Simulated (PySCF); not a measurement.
Computed Raman spectrum (relative Raman activity) of a molecule C₄H₆S. Geometry optimised at PBE-D3(BJ)/def2-SVP. Other conformers were not sampled. These are PBE-D3(BJ)/def2-SVP in PySCF values and carry that method's errors. Frequencies are harmonic and unscaled.

```json
[
 {"ν (cm⁻¹)": "399", "relative intensity": "2.1"},
 {"ν (cm⁻¹)": "489", "relative intensity": "3.4"},
 {"ν (cm⁻¹)": "653", "relative intensity": "2.9"},
 {"ν (cm⁻¹)": "672", "relative intensity": "2.1"},
 {"ν (cm⁻¹)": "909", "relative intensity": "4.8"},
 {"ν (cm⁻¹)": "1065", "relative intensity": "9.8"},
 {"ν (cm⁻¹)": "1094", "relative intensity": "2.8"},
 {"ν (cm⁻¹)": "1149", "relative intensity": "4.8"},
 {"ν (cm⁻¹)": "1216", "relative intensity": "2.2"},
 {"ν (cm⁻¹)": "1390", "relative intensity": "14"},
 {"ν (cm⁻¹)": "1407", "relative intensity": "6.6"},
 {"ν (cm⁻¹)": "1600", "relative intensity": "12"},
 {"ν (cm⁻¹)": "2928", "relative intensity": "100"},
 {"ν (cm⁻¹)": "2990", "relative intensity": "58"},
 {"ν (cm⁻¹)": "3016", "relative intensity": "75"},
 {"ν (cm⁻¹)": "3076", "relative intensity": "48"},
 {"ν (cm⁻¹)": "3134", "relative intensity": "59"},
 {"ν (cm⁻¹)": "3160", "relative intensity": "93"}
]
```

**Question.** Which structure fits?
(A) C=C1CCS1
(B) C#CCCS
(C) C=C=CSC
(D) C1=CSCC1

**Answer.** D, C1=CSCC1
